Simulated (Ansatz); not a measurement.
**Which method gave which barrier?**

Saddle point of GeNH5S, singlet (GeNH₅S ([NH2][GeH2][SH]) → GeNH₃ ([NH][GeH2]) + H₂S; bonds formed: S2–H4; bonds broken: Ge1–S2, N3–H4), PBE0-D4/def2-TZVP structure:

Ge1  (-0.238, -0.103, 0.929)
S2  (1.448, 0.466, -1.051)
N3  (-1.435, -0.078, -0.336)
H4  (0.030, 0.260, -1.260)
H5  (0.431, -1.441, 1.269)
H6  (0.037, 0.962, 2.014)
H7  (1.734, -0.828, -1.273)
H8  (-2.007, 0.763, -0.292)
(Å)

Computed with Ansatz 0.2.0 (basis: def2-TZVPP, with def2-QZVPP for the basis limit); correlated methods freeze the cores. Filled d shells of the heavier atoms are correlated. The def2 sets are not built for correlating such inner shells, so the correlated values are less sure here. Extrapolation: Hartree–Fock as exp(−7.88 √X), correlation as X^−2.97. Four methods, as single points on the PBE0-D4 structures, gave these electronic barriers from the start structure: 59.13, 64.58, 68.41, 83.78 kcal/mol.

(1) The methods were, in alphabetical order, CCSD(T), HF, PBE-D4, r2SCAN-D4. Which gave which? (A judgement: the text doesn't fix the answer.)

The T1 diagnostic stays at or below 0.018.

Results:

(1) By the calculation: PBE-D4 59.13; r2SCAN-D4 64.58; CCSD(T) 68.41; HF 83.78 kcal/mol. For comparison, CCSD(T) at an estimated basis limit (MP2 extrapolated from triple and quadruple zeta, plus CCSD(T) − MP2 in triple zeta) gives 67.50 kcal/mol.

Labels in which every atom is bracketed show which atoms are joined, not bond orders.

For scale, one of the runs: CCSD(T)/def2-TZVPP, 191 basis functions (an equivalent command: `ansatz run in.yaml --threads 4`). The run took 48 s on 4 CPU threads (shared host), with 2 GiB of host memory at its peak.
